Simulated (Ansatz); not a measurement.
`S[SiH2][SnH2][SH]` and `C[SiH2][SnH2][SH]` differ in one atom or group.

Ansatz, PBE0-D4/def2-TZVP geometries, multiplicity 1. Each molecule was computed in one conformer, which needn't be the lowest.

Elements past krypton have def2 core potentials.

```json
{"property": "HOMO energy (B3LYP/def2-TZVPP) / eV", "`S[SiH2][SnH2][SH]`": "-6.97"}
{"property": "LUMO energy (PBE0/def2-TZVPP) / eV", "`S[SiH2][SnH2][SH]`": "-1.10"}
{"property": "LUMO energy (B3LYP/def2-TZVPP) / eV", "`S[SiH2][SnH2][SH]`": "-1.29"}
{"property": "HOMO–LUMO gap (PBE/def2-TZVPP) / eV", "`S[SiH2][SnH2][SH]`": "4.22"}
{"property": "LUMO energy (PBE/def2-TZVPP) / eV", "`S[SiH2][SnH2][SH]`": "-1.86"}
{"property": "size of the dipole moment (ωB97M-V/def2-TZVPP) / D", "`S[SiH2][SnH2][SH]`": "1.92"}
```

Give the same properties after the change, and the shifts. (Estimate.)

Computed: 
```
                                          property  `C[SiH2][SnH2][SH]`  shift
               HOMO energy (B3LYP/def2-TZVPP) / eV                -6.72   0.25
                LUMO energy (PBE0/def2-TZVPP) / eV                -0.69   0.41
               LUMO energy (B3LYP/def2-TZVPP) / eV                -0.90   0.39
               HOMO–LUMO gap (PBE/def2-TZVPP) / eV                 4.33   0.11
                 LUMO energy (PBE/def2-TZVPP) / eV                -1.47   0.39
size of the dipole moment (ωB97M-V/def2-TZVPP) / D                 2.11   0.19
```

With PBE0 the HOMO rises by 0.25 eV and the LUMO rises by 0.41 eV, so the gap widens by about 0.16 eV. PBE moves the HOMO by 0.28 eV and ωB97M-V by 0.20 eV. Dipoles are sizes alone; their direction can turn.

Positive LUMOs are unbound, so they and the gaps depend on the basis.

B3LYP here is the variant with VWN-RPA as its local correlation; programs differ in this.
